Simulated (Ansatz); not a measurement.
`[OH][W]([OH])([OH])([OH])([F])[Cl]` + `C[O][Cd][Cl]` → `[OH][W]([OH])([OH])([F])([Cl])[Cl]` + `C[O][Cd][OH]`  (redistribution)

Calculated with Ansatz (gas phase, PBE0-D4/def2-TZVP geometries, no zero-point term in ΔE). CBS: MP2 limit from def2 TZ/QZ plus the TZ coupled-cluster correction, frozen cores. DFT in def2-TZVPP. def2 core potentials past Kr. For Cd, W outer-core shells are correlated without core-valence functions, which leaves a few kJ/mol of doubt a bond. One conformer a species, not always the lowest.

| species | r2SCAN energy (Eh) |
| --- | --- |
| `[OH][W]([OH])([OH])([OH])([F])[Cl]` | -930.74660 |
| `C[O][Cd][Cl]` | -743.16446 |
| `[OH][W]([OH])([OH])([F])([Cl])[Cl]` | -1315.10771 |
| `C[O][Cd][OH]` | -358.75878 |

Task: Work out ΔE.

Result: ΔE = (-1315.10771) + (-358.75878) − (-930.74660) − (-743.16446) = 0.04457 Eh = +28.0 kcal/mol. CCSD(T)/CBS gives +29.6 kcal/mol.

Largest T1 diagnostic among the species: 0.022, so the coupled-cluster value is less sure than usual.

From PBE to PBE0 (25 % exact exchange), in def2-TZVPP and without D4, ΔE moves by +3.4 kcal/mol. Leaving LDA and LC-ωPBE aside and taking each functional with its dispersion term where it has one, the values, not all of them listed here, spread over 6.7 kcal/mol, from BLYP-D4 to BHLYP-D4.
